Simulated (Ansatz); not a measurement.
Ansatz (a program for electronic structure) input (B3LYP-D3(BJ)/def2-TZVP):

Ansatz 0.2 input:
```yaml
crystal:
  periodic: [false, false, false]
  atoms:
    - {symbol: Cu, position_ang: [-0.63721624, -0.56904764, -0.55573653]}
    - {symbol: Cl, position_ang: [0.61560339, 0.58404645, 0.58689271]}
basis:
  gaussian:
    orbitals: def2-TZVP
hamiltonian:
  xc: b3lyp
  dispersion: d3bj
relax: {f_tol: 0.002, max_steps: 150}
```

Output:

```
Functional definition: B3LYP
integrals: 0.03 GiB planned
727 factors; integrals over basis functions are off by at most 4.6e-4 eV
mean field: 0.25 GiB planned
mean field evaluation 1: about -57163.3034 eV, gradient 5.8e1 eV
mean field evaluation 2: about -57091.9460 eV, gradient 3.0e2 eV
mean field evaluation 4: about -57166.3123 eV, gradient 1.2e1 eV
mean field evaluation 8: about -57166.6206 eV, gradient 5.0e-1 eV
mean field evaluation 16: about -57166.6213 eV, gradient 6.8e-5 eV
mean field -57166.62128664 eV, -2100.8345833563 hartree, gradient 6.8e-5 eV, S^2 0.000000; 0 other end points of the search recorded, 0 dependent functions left out
the calculation of the forces begins
reference -57166.62148432 eV, -2100.8345906212 hartree; 23, 23 occupied and 59, 59 virtual orbitals, 727 factors
relax step   1: F+E_penalty+E_count = -57166.67947305 eV  Δ(F+E_penalty+E_count) = +0.000e0 eV  max|allowed force component| = 3.484e-1 eV/Å  Δτ_max = 0.0000 Å  (30 SCF iters, accepted)
these checks for a lower state are left out or cut short: starts, cluster_reference, orbital_swaps, neighbouring_geometries, increment
integrals: 0.03 GiB planned
727 factors; integrals over basis functions are off by at most 4.7e-4 eV
mean field: 0.25 GiB planned
mean field -57166.63212583 eV, -2100.8349816893 hartree, gradient 8.9e-6 eV, S^2 0.000000; 0 other end points of the search recorded, 0 dependent functions left out
the calculation of the forces begins
reference -57166.63232342 eV, -2100.8349889505 hartree; 23, 23 occupied and 59, 59 virtual orbitals, 727 factors
relax step   2: F+E_penalty+E_count = -57166.69025927 eV  Δ(F+E_penalty+E_count) = -1.079e-2 eV  max|allowed force component| = 8.191e-2 eV/Å  Δτ_max = 0.0155 Å  (37 SCF iters, accepted)
these checks for a lower state are left out or cut short: starts, cluster_reference, orbital_swaps, neighbouring_geometries, increment
integrals: 0.03 GiB planned
727 factors; integrals over basis functions are off by at most 4.9e-4 eV
mean field: 0.25 GiB planned
mean field evaluation 32: about -57166.6328 eV, gradient 1.4e-5 eV
mean field -57166.63283305 eV, -2100.8350076791 hartree, gradient 1.4e-5 eV, S^2 0.000000; 0 other end points of the search recorded, 0 dependent functions left out
the calculation of the forces begins
reference -57166.63303061 eV, -2100.8350149392 hartree; 23, 23 occupied and 59, 59 virtual orbitals, 727 factors
relax step   3: F+E_penalty+E_count = -57166.69095012 eV  Δ(F+E_penalty+E_count) = -6.908e-4 eV  max|allowed force component| = 9.622e-3 eV/Å  Δτ_max = 0.0046 Å  (29 SCF iters, accepted)
these checks for a lower state are left out or cut short: starts, cluster_reference, orbital_swaps, neighbouring_geometries, increment
integrals: 0.03 GiB planned
727 factors; integrals over basis functions are off by at most 4.9e-4 eV
mean field: 0.25 GiB planned
mean field -57166.63284525 eV, -2100.8350081275 hartree, gradient 8.5e-5 eV, S^2 0.000000; 0 other end points of the search recorded, 0 dependent functions left out
the calculation of the forces begins
reference -57166.63304281 eV, -2100.8350153875 hartree; 23, 23 occupied and 59, 59 virtual orbitals, 727 factors
relax step   4: F+E_penalty+E_count = -57166.69096007 eV  Δ(F+E_penalty+E_count) = -9.953e-6 eV  max|allowed force component| = 7.201e-6 eV/Å  Δτ_max = 0.0006 Å  (23 SCF iters, accepted)
integrals: 0.03 GiB planned
727 factors; integrals over basis functions are off by at most 4.9e-4 eV
mean field: 0.25 GiB planned
mean field -57166.63284525 eV, -2100.8350081275 hartree, gradient 8.5e-5 eV, S^2 0.000000; 1 other end points of the search recorded, 0 dependent functions left out
the calculation of the forces begins
reference -57166.63304281 eV, -2100.8350153875 hartree; 23, 23 occupied and 59, 59 virtual orbitals, 727 factors
Total energy: -57166.69115763 eV, -2100.8371510678 hartree
Atom 0 at    -0.649935    -0.580754    -0.567337 Å, force    -0.000007    -0.000007    -0.000007 eV/Å
Atom 1 at     0.628323     0.595753     0.598493 Å, force     0.000007     0.000007     0.000007 eV/Å
Dipole moment:    -0.637306    -0.586576    -0.581252 e Å
```
